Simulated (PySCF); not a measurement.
## CH9ClSi3

CH9ClSi3 is a small molecule, neutral, singlet. The structure, one conformer, was relaxed in the gas phase by PBE0-D3(BJ)/def2-SVP. No frequency run checks that it is a minimum.

SMILES: C[Si]([SiH3])([SiH3])Cl

| atom | x (Å) | y (Å) | z (Å) |
| --- | --- | --- | --- |
| Si1 | 0.067 | 0.489 | 0.120 |
| Si2 | 0.673 | -1.045 | 1.787 |
| Si3 | -2.014 | -0.041 | -0.821 |
| Cl4 | -0.186 | 2.333 | 1.085 |
| C5 | 1.404 | 0.686 | -1.182 |
| H6 | 1.955 | -0.621 | 2.431 |
| H7 | -0.402 | -1.115 | 2.823 |
| H8 | 0.859 | -2.405 | 1.190 |
| H9 | -2.417 | 1.018 | -1.797 |
| H10 | -3.046 | -0.141 | 0.255 |
| H11 | -1.935 | -1.355 | -1.536 |
| H12 | 1.565 | -0.264 | -1.715 |
| H13 | 1.117 | 1.456 | -1.914 |
| H14 | 2.353 | 0.991 | -0.713 |

Shieldings: GIAO PBE0/pcSseg-1. Shifts are against computed references at the same level: C TMS (σ 184.4 ppm), H TMS (σ 31.27 ppm), Si TMS (σ 352.0 ppm). Core levels by delta-SCF with SCAN, pcX-2 on the ionised atom and pcseg-1 elsewhere, spin-free X2C (2p3/2 is the spin-free 2p value less a third of a first-order spin-orbit splitting); from the vacuum level, for chosen atoms.

(1) Give the NMR and core-level values of the distinct atoms.

(2) Which of Si1, Si2 holds its core electrons tightest, and by how much against the loosest?

(3) By CAM-B3LYP/def2-SVPD (TDDFT singlets, Tamm-Dancoff triplets, ionisation by delta-SCF), where does absorption start, and what does vertical ionisation take?

## Answers

(1) 
```json
{"atoms": "Si1", "bonded to": "1 C + 1 Cl + 2 Si", "σ (ppm)": "332.7", "δ (ppm)": "19.3", "core level (eV)": "2p3/2 106.96"}
{"atoms": "Si2 Si3", "bonded to": "1 Si + 3 H", "σ (ppm)": "451.0", "δ (ppm)": "-99.0", "core level (eV)": "2p3/2 106.54"}
{"atoms": "Cl4", "bonded to": "1 Si", "σ (ppm)": "983.5", "δ (ppm)": "-", "core level (eV)": "2p3/2 205.45"}
{"atoms": "C5", "bonded to": "1 Si + 3 H", "σ (ppm)": "180.6", "δ (ppm)": "3.8", "core level (eV)": "1s 290.45"}
{"atoms": "H6 H7 H8", "bonded to": "1 Si", "σ (ppm)": "27.64", "δ (ppm)": "3.63", "core level (eV)": "-"}
{"atoms": "H9 H10 H11", "bonded to": "1 Si", "σ (ppm)": "27.64", "δ (ppm)": "3.63", "core level (eV)": "-"}
{"atoms": "H12 H13 H14", "bonded to": "1 C", "σ (ppm)": "30.51", "δ (ppm)": "0.76", "core level (eV)": "-"}
```

Values are those of this one static structure, with the three H of a rotating XH3 group averaged; atoms that internal rotation interchanges would show their mean in an NMR spectrum.

(2) Si1 (bonded to 1 C + 1 Cl + 2 Si), by 0.42 eV over Si2 (bonded to 1 Si + 3 H).

(3) The lowest singlet lies at 5.93 eV (f 0.002), the strongest of the first 6 at 7.37 eV (f 0.465), the lowest triplet at 5.30 eV; vertical ionisation takes 9.50 eV.

The 3 runs behind this took 3.5 min in all, one thread each of Arm Neoverse N1 on a shared host, launched as `OMP_NUM_THREADS=1 python cluster_run.py task.json out`.
